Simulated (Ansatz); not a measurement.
`C=C1[SiH2]N1C` → `C#C[SiH2]CN`  (isomerisation)

Gas-phase electronic energies from Ansatz, PBE0-D4/def2-TZVP geometries. CCSD(T)/CBS is the MP2 limit (def2-TZVPP, def2-QZVPP) plus CCSD(T) − MP2 in def2-TZVPP, frozen cores. DFT in def2-TZVPP. One conformer a species, not always the lowest.

CCSD(T)/CBS gives -24.3 kJ/mol.

**Question.** Another level gave +16.7 kJ/mol. Which?
A. ωB97M-V/def2-TZVPP
B. PBE0/def2-TZVPP
C. PBE-D4/def2-TZVPP
D. CCSD/def2-TZVPP

**Answer.** C. PBE-D4 16.7, PBE0 10.6, CCSD/def2-TZVPP -26.8, ωB97M-V -12.1 kJ/mol.

Largest T1 diagnostic among the species: 0.013.

In def2-TZVPP, CCSD(T) changes the Hartree–Fock value by +15.1 kJ/mol (the triples alone add +3.3 kJ/mol) and MP2 by +17.1 kJ/mol. From PBE to PBE0 (25 % exact exchange), in def2-TZVPP and without D4, ΔE moves by −4.7 kJ/mol.
